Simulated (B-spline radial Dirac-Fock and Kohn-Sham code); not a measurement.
# Isotope-shift constants of the inner levels of Eu³⁺

System: Eu³⁺, configuration [Xe] 4f6.

Method: first-order field-shift and mass-shift constants from Dirac-Fock ground and hole states with a Fermi nucleus; the mass shift has no relativistic recoil terms. Computed with a radial finite-basis atomic code. A binding energy shifts by δE = F·δ⟨r²⟩ + (K_N + K_S)·δ(1/M); F is taken for a change of radius at fixed skin thickness and so holds the higher radial moments.

```
     level  F (meV/fm²)
    K (1s)       -294.1
   L1 (2s)       -37.88
L2 (2p1/2)       0.5129
L3 (2p3/2)        1.838
   M1 (3s)       -8.083
M2 (3p1/2)       0.1644
M3 (3p3/2)       0.4882
M4 (3d3/2)       0.4481
M5 (3d5/2)       0.4329
```

The mass shift is not given and not included below: at this Z its relativistic corrections are large. It matters little for K lines but can be comparable with the field shift of L lines.

Field shifts alone in meV from A = 153 (mass 152.9212 u, rms radius 5.1115 fm); radii from Angeli and Marinova (2013).

```
  A  mass (u)  radius (fm)     Kα1     Kα2     Kβ1   Lα1
139  138.9298        4.976  +404.4  +402.6  +402.6  -1.9
143  142.9203       4.9636       ?       ?       ?     ?
145  144.9163       4.9663  +433.0  +431.0  +431.0  -2.1
148  147.9181       5.0045  +320.3  +318.8  +318.8  -1.5
149  148.9179       5.0202  +273.7  +272.5  +272.5  -1.3
150  149.9197       5.0296  +245.8  +244.7  +244.6  -1.2
151  150.9199       5.0522  +178.3  +177.5  +177.5  -0.8
152  151.9218       5.1064   +15.4   +15.4   +15.3  -0.1
157  156.9254       5.1351   -71.6   -71.2   -71.2  +0.3
158  157.9278       5.1413   -90.4   -90.0   -90.0  +0.4
```

Problem. What are the shifts for A = 143?

Solution. Kα1 +440.9 meV; Kα2 +438.9 meV; Kβ1 +438.9 meV; Lα1 -2.1 meV.
